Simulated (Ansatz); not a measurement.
Reactions of BBrF$_{2}$, SMILES `FB(F)Br`.

Calculated with Ansatz (gas phase, PBE0-D4/def2-TZVP geometries, no zero-point term in ΔE). CCSD(T)/CBS is the MP2 limit (def2-TZVPP, def2-QZVPP) plus CCSD(T) − MP2 in def2-TZVPP, frozen cores. This one scheme is used for every species. For Br, Se outer-core shells are correlated without core-valence functions, which leaves a few kJ/mol of doubt a bond. Scalar relativity is left out up to krypton. Each species was taken in one conformer, which may not be the lowest.

Task: Order these by ΔE at CCSD(T)/CBS, lowest first. (Best estimate.)
A. `FB(F)Br` + `CC` → `CCB(F)Br` + H–F
B. `FB(F)Br` + CH₃SH → `CSB(F)F` + HBr
C. `FB(F)Br` + `CNC` → `CN(C)B(F)F` + HBr
D. `FB(F)Br` + H₂Se → `FB(F)[SeH]` + HBr

Result: C (-61.1 kJ/mol), B (-1.2 kJ/mol), D (+10.3 kJ/mol), A (+123.9 kJ/mol).

Largest T1 diagnostic: 0.012, for `CSB(F)F`.
